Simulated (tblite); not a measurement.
Species: C5H5ClS (charge +1 and doublet state).
Atom-mapped SMILES: `[S:1]=[C:2]1[CH+:3][CH:4][C@H:5]([Cl:6])[CH2:7]1` (hydrogens: H8 on C3; H9 on C4; H10 on C5; H11, H12 on C7)
Bond orders are those of one Lewis drawing.

Computed with GFN2-xTB (tblite), gas phase: L-BFGS steps from a force-field or distance-geometry start until the largest atomic force falls under 0.01 eV/Å.

Step 16: E = -558.6623 eV
```
atom  x, y, z in Å  |  force x, y, z in eV/Å
S1      2.2235    1.7157    0.5681    0.001  -0.050  -0.068
C2      0.9423    0.8397    0.0866    0.005   0.027  -0.306
C3     -0.3598    1.3252   -0.3010    0.031   0.015   0.134
C4     -1.2399    0.3057   -0.3039    0.016  -0.029   0.026
C5     -0.5870   -0.9756    0.1158   -0.013   0.080  -0.164
Cl6    -0.8961   -1.3515    1.8504   -0.213   0.054   0.121
C7      0.9073   -0.6562   -0.0505    0.029   0.045  -0.022
H8     -0.5398    2.3651   -0.5259   -0.104  -0.128   0.069
H9     -2.2825    0.3796   -0.5777    0.084  -0.035   0.153
H10    -0.9377   -1.8565   -0.4286    0.093   0.058  -0.072
H11     1.5915   -1.1700    0.6186   -0.087  -0.094   0.131
H12     1.1791   -0.9220   -1.0779    0.158   0.058  -0.002
```

Step 17: E = -558.6707 eV
```
atom  x, y, z in Å  |  force x, y, z in eV/Å
S1      2.2301    1.7211    0.5557   -0.038  -0.079  -0.116
C2      0.9481    0.8450    0.0719   -0.038  -0.093  -0.123
C3     -0.3590    1.3267   -0.3022    0.077  -0.024   0.089
C4     -1.2397    0.3082   -0.2989    0.025  -0.048   0.048
C5     -0.5916   -0.9749    0.1149    0.133   0.087  -0.135
Cl6    -0.8997   -1.3727    1.8459   -0.226   0.067   0.095
C7      0.9068   -0.6569   -0.0430    0.056   0.111  -0.065
H8     -0.5426    2.3630   -0.5300   -0.109  -0.052   0.057
H9     -2.2823    0.3814   -0.5658    0.022  -0.011   0.138
H10    -0.9374   -1.8503   -0.4412    0.081   0.054  -0.061
H11     1.5852   -1.1711    0.6377   -0.148  -0.012   0.026
H12     1.1833   -0.9204   -1.0710    0.166   0.001   0.047
```

Step 18: E = -558.6785 eV
```
atom  x, y, z in Å  |  force x, y, z in eV/Å
S1      2.2341    1.7222    0.5469   -0.036  -0.077  -0.151
C2      0.9529    0.8478    0.0563   -0.050  -0.145   0.076
C3     -0.3579    1.3269   -0.3005    0.074  -0.043   0.015
C4     -1.2384    0.3087   -0.2957    0.029  -0.040   0.058
C5     -0.5926   -0.9729    0.1113    0.214   0.030  -0.054
Cl6    -0.9083   -1.3801    1.8441   -0.208   0.080   0.017
C7      0.9080   -0.6565   -0.0396    0.060   0.105  -0.082
H8     -0.5489    2.3593   -0.5289   -0.102   0.036   0.046
H9     -2.2809    0.3810   -0.5543   -0.048   0.012   0.120
H10    -0.9345   -1.8459   -0.4498    0.068   0.038  -0.054
H11     1.5776   -1.1742    0.6513   -0.172   0.064  -0.056
H12     1.1900   -0.9172   -1.0671    0.171  -0.061   0.065
```

Step 19: E = -558.6865 eV
```
atom  x, y, z in Å  |  force x, y, z in eV/Å
S1      2.2373    1.7213    0.5366    0.000  -0.050  -0.166
C2      0.9567    0.8482    0.0425   -0.046  -0.118   0.229
C3     -0.3561    1.3266   -0.2983    0.027  -0.037  -0.059
C4     -1.2362    0.3082   -0.2927    0.022  -0.017   0.059
C5     -0.5895   -0.9706    0.1063    0.194  -0.053   0.034
Cl6    -0.9214   -1.3823    1.8431   -0.164   0.095  -0.092
C7      0.9102   -0.6549   -0.0386    0.042   0.039  -0.071
H8     -0.5575    2.3556   -0.5255   -0.076   0.100   0.044
H9     -2.2798    0.3801   -0.5405   -0.095   0.027   0.105
H10    -0.9298   -1.8414   -0.4582    0.062   0.018  -0.042
H11     1.5671   -1.1768    0.6626   -0.141   0.112  -0.095
H12     1.2000   -0.9148   -1.0633    0.174  -0.117   0.052
```

Task: Estimate the geometry and energy of step 20. (The exact step hangs on the optimiser's Hessian estimate; all steps are aligned on step 19, rigid shifts and turns removed.)

Result: E = -558.6955 eV, largest force 0.312 eV/Å
```
atom  x, y, z in Å  |  force x, y, z in eV/Å
S1      2.2418    1.7204    0.5188    0.061  -0.005  -0.156
C2      0.9600    0.8474    0.0311   -0.044  -0.032   0.307
C3     -0.3534    1.3263   -0.2974   -0.054  -0.019  -0.104
C4     -1.2334    0.3077   -0.2879    0.000   0.010   0.050
C5     -0.5833   -0.9688    0.1008    0.076  -0.116   0.098
Cl6    -0.9395   -1.3880    1.8399   -0.101   0.108  -0.206
C7      0.9132   -0.6524   -0.0375    0.007  -0.055  -0.041
H8     -0.5681    2.3528   -0.5221   -0.030   0.125   0.049
H9     -2.2802    0.3803   -0.5207   -0.100   0.031   0.093
H10    -0.9233   -1.8345   -0.4708    0.062  -0.011  -0.024
H11     1.5518   -1.1768    0.6763   -0.051   0.125  -0.091
H12     1.2154   -0.9151   -1.0566    0.174  -0.161   0.024
```

The energy changes by -0.0091 eV. The first-order estimate −F·Δx gives -0.0123 eV and the mean of the old and new forces, exact on a quadratic surface, -0.0091 eV. The step makes an angle of 65° with the force vector and moves no atom by more than 0.021 Å.

The cost below is that of the whole relaxation. The run took 1.1 s wall on Intel Xeon at 2.50 GHz, one thread, no GPU, shared host with 64 logical CPUs at a one-minute load of 62.
